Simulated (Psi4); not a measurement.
Interaction energy of C2H2 ··· COS (SMILES C#C and O=C=S). Monomers: optimised at B3LYP-D3(BJ) (def2-TZVP), held rigid. Orientation: lowest of the rigid-body minima from ten starts at GFN2-xTB. Only R, the distance of the centres of mass, is varied, so the lowest point isn't the relaxed dimer.

- SCS-MP2/aug-cc-pVDZ = DF-SCS-MP2/aug-cc-pVDZ, frozen core, counterpoise-corrected in Psi4
- HF/aug-cc-pVDZ, counterpoise-corrected (Psi4)
- SAPT0/jun-cc-pVDZ, frozen core (Psi4)

Interaction energies in kcal/mol:

| R / Å | SCS-MP2/aug-cc-pVDZ | HF/aug-cc-pVDZ |
|---|---|---|
| 2.84 | 5.33 | 9.61 |
| 3.02 | 1.80 | 5.03 |
| 3.24 | -0.22 | 2.07 |
| 3.41 | -0.85 | 0.90 |
| 3.61 | -1.09 | 0.19 |
| 3.82 | -1.06 | -0.14 |
| 4.13 | -0.85 | -0.28 |
| 4.42 | -0.63 | -0.27 |
| 4.94 | -0.36 | -0.18 |
| 5.64 | -0.17 | -0.09 |
| 6.61 | -0.07 | -0.04 |
| 7.88 | -0.02 | -0.01 |

Question: Predict the corresponding SAPT0/jun-cc-pVDZ column.

Answer: 2.84: 3.68; 3.02: 0.70; 3.24: -0.91; 3.41: -1.35; 3.61: -1.43; 3.82: -1.29; 4.13: -1.00; 4.42: -0.74; 4.94: -0.43; 5.64: -0.21; 6.61: -0.08; 7.88: -0.03 (kcal/mol).
